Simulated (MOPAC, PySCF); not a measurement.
C₈H₂₀Sn, SMILES `C[CH2][Sn]([CH2]C)([CH2]C)[CH2]C`, neutral singlet in the gas phase. 

Z-matrix (Å, degrees):
```
Sn
C 1 2.1934
H 2 1.1103 1 107.44
H 2 1.1105 3 106.43 1 -114.45
C 2 1.5309 3 111.24 4 -121.20
H 5 1.1104 2 111.86 3 179.42
H 5 1.1105 6 106.83 2 -122.78
H 5 1.1119 6 106.88 7 -114.06
C 1 2.1938 2 110.39 3 -63.92
H 9 1.1102 1 107.48 2 63.86
H 9 1.1105 10 106.39 1 -114.48
C 9 1.5308 10 111.28 11 -121.18
H 12 1.1103 9 111.91 10 -60.77
H 12 1.1106 13 106.77 9 122.74
H 12 1.1119 13 106.87 14 114.06
C 1 2.1946 2 109.70 3 57.46
H 16 1.1106 1 107.09 2 50.92
H 16 1.1106 17 106.32 1 113.94
C 16 1.5309 17 111.11 18 121.05
H 19 1.1101 16 111.85 17 59.71
H 19 1.1104 20 106.85 16 -122.88
H 19 1.1119 20 106.82 21 -114.07
C 1 2.1977 2 108.90 3 177.91
H 23 1.1103 1 107.35 2 -75.69
H 23 1.1106 24 106.27 1 -114.02
C 23 1.5312 24 111.18 25 -120.91
H 26 1.1099 23 112.01 24 -60.47
H 26 1.1102 27 106.70 23 122.76
H 26 1.1120 27 106.90 28 114.06
```
Charge 0, multiplicity 1.

All levels are single points at this geometry (PBE-D3(BJ)/def2-SVP); Pople sets use spherical d functions. Orbital energies aren't observables, and empty levels follow the basis.

```csv
level,HOMO (eV),LUMO (eV),gap (eV),dipole (D),"vertical IE, Delta-SCF (eV)"
PBE-D3(BJ)/def2-TZVP in PySCF,-5.84,-0.29,5.55,0.16,–
B3LYP/6-311+G** (LANL2DZ on Sn) in PySCF,-6.87,-0.17,6.70,0.18,–
B3LYP/6-31G* (LANL2DZ on Sn) in PySCF,-6.66,1.30,7.96,0.18,8.44
PBE/6-31G* (LANL2DZ on Sn) in PySCF,-5.66,0.63,6.29,0.15,–
HF/6-31G* (LANL2DZ on Sn) in PySCF,-9.65,4.81,14.46,0.22,8.13
PM6 in MOPAC,-9.35,1.00,10.35,0.14,–
```
